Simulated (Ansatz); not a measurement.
Reaction (SMILES): N[SiH2]N → [NH][SiH2]N + H atom (the H-N bond at the site shown breaks; other sites are not compared here)
Structures are relaxed separately at B3LYP-D3(BJ)/def2-TZVP in Ansatz (a program for electronic structure), one conformer each, not searched for the lowest. Frequencies are from Ansatz.

Property: bond dissociation energy (enthalpy at 298 K, with B3LYP-D3(BJ) rigid-rotor harmonic-oscillator terms), in kJ/mol. Cores are frozen in the correlated levels unless marked. Open shells are spin-unrestricted. No spin-orbit coupling. No relativistic terms. Basis-set limits of correlation are two-point, X^-3; Hartree-Fock from the larger set. The bracket is a focal-point correction in the basis named.

```csv
level,program,bond dissociation energy (kJ/mol),minus last row
BLYP-D4/def2-TZVPD,Ansatz + dftd4,440.8,-24.3
PBE0/def2-QZVPP,Ansatz,445.3,-19.8
r2SCAN0-D4/def2-TZVPD,Ansatz + dftd4,438.5,-26.6
B2GP-PLYP/def2-TZVPD,Ansatz,452.2,-12.9
RPA@PBE/cc-pV(T+d)Z,Ansatz,442.4,-22.7
SCS-MP2/cc-pV(T+d)Z,Ansatz,465.4,0.3
CCSD(T)/cc-pV(Q+d)Z,Ansatz,461.2,-3.9
"RI-MP2/CBS(aug-cc-pV(T+d)Z,aug-cc-pV(Q+d)Z)+[CCSD(T)-MP2]/aug-cc-pV(D+d)Z",Ansatz,467.1,2.0
"RI-MP2/CBS(cc-pV(T+d)Z,cc-pV(Q+d)Z)+[CCSD(T)-MP2]/cc-pV(D+d)Z",Ansatz,469.4,4.3
"CCSD(T)/CBS(cc-pV(T+d)Z,cc-pV(Q+d)Z)",Ansatz,465.1,0.0
```
